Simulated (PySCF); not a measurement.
## Computed properties of penta-1,4-dien-3-amine (C5H9N), SMILES C(C(N)C=C)=C

penta-1,4-dien-3-amine (C5H9N), SMILES C(N)(C=C)C=C. Geometry: B3LYP-D3(BJ)/def2-SVP. The values are those of a single conformer. All values are computed for the isolated molecule unless a solvent is named; none is compared with measurement here.

**Structure.** All 39 harmonic modes at B3LYP-D3(BJ)/def2-SVP (PySCF) are real, so it is a minimum. With heavy atoms numbered as in [CH2:1]=[CH:2][CH:3]([NH2:4])[CH:5]=[CH2:6], the shortest bond between them is C5–C6 at 1.334 Å and the longest C2–C3 at 1.514 Å.

**Vibrations.** The strongest infrared lines (harmonic, unscaled, degenerate partners summed) lie at 846 cm⁻¹ (101 km/mol, H 55 %, N 24 %, C 21 %), 890 cm⁻¹ (86 km/mol, H 66 %, C 26 %), 947 cm⁻¹ (42 km/mol, H 73 %, C 27 %). The softest mode is at 73 cm⁻¹ and the zero-point energy is 81.5 kcal/mol.

**Electronic structure.** CAM-B3LYP/def2-TZVP (PySCF) places the frontier levels at -8.35 and 0.78 eV, a gap of 9.13 eV, and gives a dipole moment of 1.27 D and a mean polarisability of 70.1 bohr³. PBE/def2-TZVP (PySCF) at the same geometry gives -5.54 and -1.33 eV, so its gap is 4.92 eV narrower. An orbital gap is neither the optical nor the fundamental gap.

**Excitations.** TDA-B3LYP/def2-SVPD (PySCF) has S1 at 5.31 eV (233 nm, f = 0.032, weak); the most intense of the 10 singlets computed lies at 6.22 eV (f = 0.12). T1 (TDA) is at 4.17 eV, 1.14 eV under S1. TDA-PBE/def2-SVPD (PySCF) puts S1 at 4.42 eV. No vertical singlet excitation falls in the visible range (under 3.1 eV).

**NMR.** GIAO shifts at PBE0/pcSseg-1 (PySCF) (non-relativistic, atoms alike by connectivity averaged): ¹³C from 67.7 to 153.4 ppm against TMS; ¹H from 0.7 to 6.1 ppm against TMS.
